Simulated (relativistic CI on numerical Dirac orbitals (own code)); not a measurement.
# Sensitivity of the levels of Er18+ to α and to the nuclear radius

Computed by Dirac-Coulomb-Breit CI, KLI orbitals optimised for each configuration, derivatives by finite differences, unscaled Slater integrals, QED left out (own radial code, finite nucleus).

Configuration list (outside the closed core [Ar] 3d10 4p6 4d10): 4s2 4f4, 4s2 4f3 5s, 4s2 4f2 5s2, 4s2 4f3 5p, 4s2 4f2 5s 5p, 4s 4f3 5s2. Levels of other configurations are missing.

With x = (α/α₀)² − 1 an excitation energy changes as ω = ω₀ + qx; K = 2q/ω₀ is the relative enhancement. Terms are leading LS components, so labels can repeat. The field-shift factor is F = δν/δ⟨r²⟩ for the transition from the lowest level.

Lowest level 4s2 4f4 5I_4.

| Level | ω₀ (cm⁻¹) | q (cm⁻¹) | K | F (GHz/fm²) |
| --- | --- | --- | --- | --- |
| 4s2 4f4 5I_5 | 5813.8 | 6609 | 2.27 | 0.247 |
| 4s2 4f4 5I_6 | 11661.8 | 12160 | 2.09 | 0.463 |
| 4s2 4f4 5I_7 | 17334.3 | 16450 | 1.9 | 0.641 |
| 4s2 4f4 5I_8 | 22767.0 | 19690 | 1.73 | 0.786 |
| 4s2 4f4 5F_1 | 30986.6 | 5072 | 0.327 | 0.383 |
| 4s2 4f4 5F_2 | 31532.8 | 2388 | 0.151 | 0.309 |
| 4s2 4f4 5F_3 | 35241.7 | 7974 | 0.453 | 0.51 |
| 4s2 4f4 5F_4 | 36230.3 | 2071 | 0.114 | 0.348 |
| 4s2 4f4 5S_2 | 37721.9 | 10070 | 0.534 | 0.59 |
| 4s2 4f4 3K_6 | 38895.1 | 8600 | 0.442 | 0.559 |
| 4s2 4f4 3K_7 | 42126.1 | 8937 | 0.424 | 0.597 |
| 4s2 4f4 5G_2 | 42572.3 | 1624 | 0.0763 | 0.371 |
| 4s2 4f4 5F_5 | 42624.0 | 12830 | 0.602 | 0.718 |

At this charge energies of transitions that change n are usually good to better than 1 %, and those within a shell (Δn = 0) to a few per cent. Terms inside the open d or f shell come out 10 to 20 % too wide with unscaled integrals.
